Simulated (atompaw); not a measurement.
## What one change does to a pseudopotential (Cr (Z = 24), PAW (atompaw))

Cr (Z = 24), PAW, made with atompaw 4.2.0.5 (PBEsol, scalar-relativistic). Core [Ne], reference 3s2 3p6 3d4 4s2 4p0. Waves: 3s (bound): rc 1.20 bohr; 4s (bound): rc 1.40 bohr; 3p (bound): rc 1.05 bohr; 4p (bound, empty): rc 1.75 bohr; 3d (bound): rc 1.65 bohr; 3d channel at 1.55 Ry: rc 1.65 bohr. Local part: ultrasoft scheme with l = 3 at 0 Ry, radius 1.75 bohr. Core correction: smooth core density matched at 1.15 bohr. Augmentation charge: sinc compensation charge, radius 1.50 bohr; PAW radius 1.75 bohr; waves and projectors: modrrkj vanderbiltortho.

All-electron outer shells of the reference configuration (PBEsol, scalar-relativistic, ld1.x):

```tsv
shell	level (eV)	outermost node (bohr)	outermost maximum (bohr)
2s	-670.81	0.09	0.24
2p	-564.71	–	0.20
3s	-77.75	0.36	0.78
3p	-49.17	0.33	0.80
3d	-6.02	–	0.82
4s	-4.93	1.11	2.61
4p	-1.39	1.23	3.48
```

Change: local potential ultrasoft scheme with l = 3 at 0 Ry, radius 0.92 bohr.

Cutoffs: the cutoffs (Ry, on a coarse ladder) from which the occupation-weighted sum of valence levels, in a spherical-Bessel basis at the reference potential, stays within 10 and 1 mRy of its value at 400 Ry; they do not see the model core or the augmentation charge, which bear on the density cutoff.

Task: What does the change do?

Result: The potential gets neither clearly harder nor softer (55 Ry and 100 Ry → 55 Ry and 100 Ry); the range in which the p phases agree narrows (upper end at the end of the scan → 2.2); neither file shows a bound ghost.

```csv
quantity,base,changed
"cutoff, loose",55 Ry,55 Ry
"cutoff, tight",100 Ry,100 Ry
bound ghosts,none,none
s: phases at 1.76 bohr within 0.05 rad from the reference energy up to (Ry; the scan ends near 5),to the end of the scan,to the end of the scan
p: phases at 1.76 bohr within 0.05 rad from the reference energy up to (Ry; the scan ends near 5),to the end of the scan,2.2
d: phases at 1.76 bohr within 0.05 rad from the reference energy up to (Ry; the scan ends near 5),-0.4,n/a
lowest overlap eigenvalue by channel,"s 0.66, p 0.58, d 1.00","s 0.50, p 0.56, d 1.00"
```

 The cutoffs see the waves, projectors and local potential, not the compensation charge or the core.
